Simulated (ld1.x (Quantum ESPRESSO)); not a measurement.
## Cl, TM: configuration errors across variants

```
Element                 : chlorine
Generator               : ld1.x (Quantum ESPRESSO) 7.5
Type                    : norm-conserving Troullier–Martins (Kleinman–Bylander form)
Functional              : PBE
Relativity              : non-relativistic
Frozen core             : [Ne]
Valence charge          : 7
Reference configuration : 3s2 3p3.5 (charge +1.5)
Partial waves           : 3p (bound): rc 1.10 bohr; 3d channel at 0.25 Ry: rc 1.05 bohr; 3s (bound): rc 1.05 bohr
Local potential         : the s channel
Core correction         : none
```

All-electron excitation energies from the reference (eV): (1) 3s2 3p5 -25.088; (2) 3s2 3p4 -11.197; (3) 3s2 3p3 14.262; (4) 3s1 3p5 1.321; (5) 3s2 3p5.3 -27.230; (6) 3s2 3p4.5 -19.497; (7) 3s2 3p2 52.575.

Errors AE − PS in meV (a dash: test not solved or not reliable):

| change | (1) | (2) | (3) | (4) | (5) | (6) | (7) | bound ghosts |
| --- | --- | --- | --- | --- | --- | --- | --- | --- |
| base | +13 | +2.1 | +3.0 | +8.9 | +16 | +7.0 | +36 | none |
| wave 3p (bound): rc 1.10 bohr becomes 3p (bound): rc 0.70 bohr | +16 | +2.4 | +3.1 | +5.7 | +20 | +8.4 | +34 | not determined |
| wave 3p (bound): rc 1.10 bohr becomes 3p (bound): rc 0.98 bohr | +13 | +2.1 | +2.8 | +3.3 | +16 | +6.9 | +33 | none |
| wave 3p (bound): rc 1.10 bohr becomes 3p (bound): rc 1.28 bohr | +13 | +2.3 | +3.3 | +17 | +16 | +7.3 | +41 | none |
| wave 3p (bound): rc 1.10 bohr becomes 3p (bound): rc 1.34 bohr | +13 | +2.3 | +3.3 | +18 | +16 | +7.4 | +42 | none |
| wave 3p (bound): rc 1.10 bohr becomes 3p (bound): rc 1.50 bohr | +13 | +2.3 | +3.3 | +18 | +16 | +7.4 | +42 | none |
| wave 3p (bound): rc 1.10 bohr becomes 3p (bound): rc 1.62 bohr | +13 | +2.3 | +3.3 | +18 | +16 | +7.3 | +41 | none |

Question: Give the same row for: wave 3p (bound): rc 1.10 bohr becomes 3p (bound): rc 0.82 bohr.

Answer: +15, +2.4, +3.1, +20, +19, +8.1, +35; bound ghosts: none.
